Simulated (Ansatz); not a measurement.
B7N6⁺, 13 atoms. Hardware: 6 threads of Intel Xeon on a shared host.

Correlated methods freeze 13 core orbitals.

(1) How many basis functions does each of these Ansatz runs have, and roughly what does it cost? r2SCAN-D4/def2-TZVP, charge 1 singlet, energy, from earlier orbitals; PBE-D4/def2-TZVP, charge 1 singlet, energy and forces, from earlier orbitals; PBE0-D4/def2-SVP, charge 1 singlet, energy, from earlier orbitals; PBE-D4/def2-SVP, charge 1 singlet, energy, from earlier orbitals; HF/STO-3G, charge 1 singlet, energy; r2SCANh-D4/def2-TZVP, charge 1 singlet, energy, from earlier orbitals; CCSD(T)/def2-SVP, charge 1 singlet, energy, from earlier orbitals; PBE0-D4/def2-TZVP, charge 1 singlet, energy, from earlier orbitals; PBE-D4/def2-SVP, charge 1 singlet, relaxation, 7 steps.

## Answers

(1) Other jobs shared the machine, so times can vary by a factor of up to 3. A dash marks memory too small to be measured apart from the calling script's.

```tsv
run	functions	fitting or Cholesky vectors	wall time	peak host memory (GiB)
HF/STO-3G, charge 1 singlet, energy	65	870	0.96 s	–
PBE-D4/def2-SVP, charge 1 singlet, energy, from earlier orbitals	182	2110	3 s	–
PBE0-D4/def2-SVP, charge 1 singlet, energy, from earlier orbitals	182	2110	5 s	0.58
PBE-D4/def2-TZVP, charge 1 singlet, energy and forces, from earlier orbitals	403	2113	19 s	1.6
PBE-D4/def2-SVP, charge 1 singlet, relaxation, 7 steps	182	2110	24 s	–
PBE0-D4/def2-TZVP, charge 1 singlet, energy, from earlier orbitals	403	2113	24 s	1.7
r2SCAN-D4/def2-TZVP, charge 1 singlet, energy, from earlier orbitals	403	2113	27 s	1.6
r2SCANh-D4/def2-TZVP, charge 1 singlet, energy, from earlier orbitals	403	2113	46 s	2.1
CCSD(T)/def2-SVP, charge 1 singlet, energy, from earlier orbitals	182	1864	6.5 min	4
```
